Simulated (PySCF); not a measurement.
**Electronic structure of Zr²⁺ (zirconium, charge +2) at the UHF level**

Configuration: [Kr] 4d2, high-spin 3F determinant. Calculation: PySCF 2.14, in aug-cc-pVDZ-PP with ECP28MDF (5s5p4d2f, 54 functions); scalar relativity through the core potential.

```json
{"Total energy": "-45.660034 hartree", "One-electron energy": "-71.4822 hartree", "Hartree (Coulomb) energy": "30.9206 hartree", "Exchange energy": "-5.0984 hartree", "⟨S²⟩": "2.0030", "⟨L²⟩": "12.039", "Sum of ⟨r⟩": "14.83 bohr", "Sum of ⟨r²⟩": "25.80 bohr²", "Time after the integrals": "0.22 s of wall time on 1 thread of Intel(R) Xeon(R) CPU @ 2.60GHz (shared host)"}
```

```
shell  electrons  mean orbital energy (eV)  rms radius, mean of both spins (bohr)
 4s α          1                   -83.385                                   1.31
 4s β          1                   -81.042                                   1.31
 4p α          3                   -56.530                                   1.47
 4p β          3                   -53.318                                   1.47
 4d α          2                   -22.923                                   2.16
```

Energies and moments cover only the electrons outside the core potential.
